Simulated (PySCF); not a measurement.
# Electric field gradients and quadrupole coupling constants

C₆H₁₂N₂.
Cartesian coordinates in Å at the GFN2-xTB level; atoms count from 1:
```
atom  x, y, z in Å
C1     3.4840    0.5579   -0.6198
N2     2.4097    0.1422   -1.1361
N3     1.2027    0.5030   -0.8669
C4     0.3081   -0.0500   -0.1632
C5     0.5690   -1.2292    0.7316
C6    -1.0820    0.5276   -0.2420
C7    -1.6377    0.8308    1.1497
C8    -2.0175   -0.4158   -1.0042
H9     4.4080    0.2545   -1.0825
H10    3.5361    1.2050    0.2543
H11    1.4830   -1.7340    0.4228
H12   -0.2575   -1.9342    0.6968
H13    0.6915   -0.8974    1.7627
H14   -1.0069    1.4625   -0.8061
H15   -1.7729   -0.0846    1.7207
H16   -0.9626    1.4857    1.6961
H17   -2.6024    1.3257    1.0650
H18   -2.9876    0.0559   -1.1436
H19   -1.6026   -0.6512   -1.9812
H20   -2.1674   -1.3438   -0.4570
```

Field gradients from the PBE0/pcSseg-1 density (PySCF, non-relativistic), principal values in atomic units, ordered |Vxx| ≤ |Vyy| ≤ |Vzz|:

```tsv
atom	Vxx	Vyy	Vzz
N2	0.4271	0.7548	-1.1819
N3	0.3568	0.6718	-1.0286
```

Find the asymmetry η = (Vxx − Vyy)/Vzz and the couplings χ = eQV/h (234.96 MHz × Q in barn × V in au), with Q(14N) = 0.02044 b.

```
atom   environment  nucleus     η  χzz (MHz)  χxx (MHz)  χyy (MHz)
  N2  C=N nitrogen      14N  0.28      -5.68       2.05       3.62
  N3  C=N nitrogen      14N  0.31     -4.940      1.714      3.226
```

What is Vzz at N3 in SI units (1 au = 9.71736 × 10²¹ V/m²)?

-1.0286 au = -9.995 × 10²¹ V/m².

And the gradient at the other heavy atoms, for which no coupling is worked out here?

| atom | environment | Vzz (au) | η |
| --- | --- | --- | --- |
| C1 | C=N carbon | 0.199 | 0.74 |
| C4 | C=N carbon | 0.234 | 0.61 |
| C5 | methyl carbon | 0.057 | 0.79 |
| C6 | sp3 CH carbon | -0.084 | 0.16 |
| C7 | methyl carbon | 0.051 | 0.15 |
| C8 | methyl carbon | 0.063 | 0.34 |

What couplings would deuterons (Q(2H) = 0.00286 b) have in place of the hydrogens, at this geometry?

```json
{"atom": "H9", "bonded to": "C1", "bond length (Å)": "1.077", "Vzz (au)": "0.3321", "η": "0.07", "χzz (kHz)": "223"}
{"atom": "H10", "bonded to": "C1", "bond length (Å)": "1.089", "Vzz (au)": "0.3104", "η": "0.07", "χzz (kHz)": "209"}
{"atom": "H11", "bonded to": "C5", "bond length (Å)": "1.089", "Vzz (au)": "0.3088", "η": "0.03", "χzz (kHz)": "208"}
{"atom": "H12", "bonded to": "C5", "bond length (Å)": "1.087", "Vzz (au)": "0.3158", "η": "0.03", "χzz (kHz)": "212"}
{"atom": "H13", "bonded to": "C5", "bond length (Å)": "1.090", "Vzz (au)": "0.3111", "η": "0.01", "χzz (kHz)": "209"}
{"atom": "H14", "bonded to": "C6", "bond length (Å)": "1.095", "Vzz (au)": "0.2928", "η": "0.00", "χzz (kHz)": "197"}
{"atom": "H15", "bonded to": "C7", "bond length (Å)": "1.087", "Vzz (au)": "0.3152", "η": "0.02", "χzz (kHz)": "212"}
{"atom": "H16", "bonded to": "C7", "bond length (Å)": "1.088", "Vzz (au)": "0.3149", "η": "0.01", "χzz (kHz)": "212"}
{"atom": "H17", "bonded to": "C7", "bond length (Å)": "1.088", "Vzz (au)": "0.3160", "η": "0.02", "χzz (kHz)": "212"}
{"atom": "H18", "bonded to": "C8", "bond length (Å)": "1.088", "Vzz (au)": "0.3159", "η": "0.02", "χzz (kHz)": "212"}
{"atom": "H19", "bonded to": "C8", "bond length (Å)": "1.087", "Vzz (au)": "0.3141", "η": "0.01", "χzz (kHz)": "211"}
{"atom": "H20", "bonded to": "C8", "bond length (Å)": "1.088", "Vzz (au)": "0.3156", "η": "0.02", "χzz (kHz)": "212"}
```

Isolated species at its GFN2-xTB geometry (one conformer only). GFN2-xTB bond lengths can be off by several hundredths of an ångström, more for odd bonds, and the gradients follow them. These gradients aren't converged with respect to the basis.

The run behind these numbers computed NMR shieldings as well. Time: 34 s of wall time; peak memory 0.87 GiB. Hardware: an Arm Neoverse V1 with one thread, no GPU, on a shared host.
